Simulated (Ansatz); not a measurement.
C₂H₆BrClSi (SMILES C[Si](C)(Cl)Br), singlet, at a GFN2-xTB geometry, with bond 5-2 at 1.4 times its length; SC-NEVPT2/STO-3G, CASSCF(6,4) run with Ansatz (a quantum-chemistry and plane-wave program).

Input for Ansatz:
Ansatz 0.2 input:
```yaml
crystal:
  periodic: [false, false, false]
  atoms:
    - {symbol: C, position_ang: [1.46994570, -1.72771049, -0.01212331]}
    - {symbol: Si, position_ang: [0.07710251, -0.52435543, -0.46468810]}
    - {symbol: C, position_ang: [-1.55670015, -1.37444147, -0.91294368]}
    - {symbol: Cl, position_ang: [0.66509921, 0.73057968, -1.94814487]}
    - {symbol: Br, position_ang: [-0.48908535, 1.17418896, 2.10374098]}
    - {symbol: H, position_ang: [1.18607623, -2.36534427, 0.82060950]}
    - {symbol: H, position_ang: [2.37209861, -1.19388213, 0.27712430]}
    - {symbol: H, position_ang: [1.72202658, -2.36954247, -0.85132285]}
    - {symbol: H, position_ang: [-2.33469145, -0.64450728, -1.12375728]}
    - {symbol: H, position_ang: [-1.91025003, -2.00394217, -0.10094985]}
    - {symbol: H, position_ang: [-1.44474609, -1.99991790, -1.79384917]}
basis:
  gaussian:
    orbitals: STO-3G
magnetization: {spin_polarized: false}
correlation: {method: sc_nevpt2, electrons: all, active_space: {window: {electrons: 6, orbitals: 4}}}
```

Problem. Write the output that Ansatz gives for this input, abridged.

Solution. 
```
Functional definition: HF
591 factors; integrals over basis functions are off by at most 3.4e-5 eV
mean field evaluation 1: about -91512.1377 eV, gradient 2.2e1 eV
mean field evaluation 2: about -91512.2303 eV, gradient 2.2e1 eV
mean field evaluation 4: about -91516.3780 eV, gradient 1.7e0 eV
mean field evaluation 8: about -91516.3983 eV, gradient 6.0e-4 eV
mean field -91516.39830407 eV, -3363.1656056317 hartree, gradient 6.1e-7 eV, S^2 0.000000; 0 other end points of the search recorded, 0 dependent functions left out; unrestricted orbitals would lower it
reference -91516.39830407 eV, -3363.1656056317 hartree; 42, 42 occupied and 10, 10 virtual orbitals, 591 factors
state -91517.67143597 eV, -3363.2123923661 hartree
state -91517.67143597 eV, -3363.2123923661 hartree; corrected -91521.56973868 eV, -3363.3556523484 hartree
Total energy: -91521.56973868 eV, -3363.3556523484 hartree
```
